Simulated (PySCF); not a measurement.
C₃H₉NSi, SMILES [C@@H]1(CCN1)[SiH3].

Coordinates come from a PBE-D3(BJ)/def2-SVP optimisation. The structure was generated by enumeration; whether it is a known compound was not checked.

Method: PBE-D3(BJ)/def2-SVP (PySCF).

Frequencies are harmonic and unscaled.

```csv
mode,ν (cm⁻¹),IR (km/mol),moving atoms (share of kinetic energy)
1,121,2.4,"H 40 %, C 38 %, N 12 %, Si 10 %"
2,145,0.1,"H 85 %, C 11 %"
3,197,0.2,"H 44 %, C 29 %, N 20 %"
4,289,2.5,"H 41 %, C 24 %, Si 21 %, N 15 %"
5,490,7.8,"H 42 %, Si 26 %, C 25 %"
6,599,55.9,"H 75 %, Si 12 %, N 9 %"
7,615,62.4,"H 67 %, N 15 %, C 13 %"
8,713,11.0,"H 57 %, C 25 %, N 10 %"
9,753,9.3,"H 75 %, C 21 %"
10,871,131.5,"H 77 %, C 18 %"
11,895,83.0,"H 60 %, C 31 %"
12,906,44.8,"H 83 %, C 12 %"
13,911,36.1,H 96 %
14,920,12.1,"H 61 %, C 35 %"
15,949,2.4,"H 57 %, C 36 %"
16,1013,15.6,"C 45 %, H 29 %, N 26 %"
17,1030,0.9,"H 57 %, N 22 %, C 21 %"
18,1048,11.6,"C 66 %, H 25 %, N 9 %"
19,1098,16.7,"H 67 %, C 23 %, N 10 %"
20,1156,1.2,"H 81 %, C 18 %"
21,1187,2.8,"H 72 %, C 27 %"
22,1211,10.9,"H 73 %, C 23 %"
23,1235,8.6,"H 67 %, C 32 %"
24,1288,2.2,"H 65 %, C 31 %"
25,1327,9.7,"H 72 %, N 18 %, C 10 %"
26,1409,3.1,"H 91 %, C 9 %"
27,1451,2.6,"H 89 %, C 11 %"
28,2141,112.0,H 98 %
29,2158,96.7,H 97 %
30,2171,93.2,H 96 %
31,2880,53.2,H 92 %
32,2901,101.4,H 94 %
33,2986,43.4,"H 91 %, C 9 %"
34,3010,23.8,H 94 %
35,3080,14.0,"H 90 %, C 10 %"
36,3437,2.2,H 93 %
```
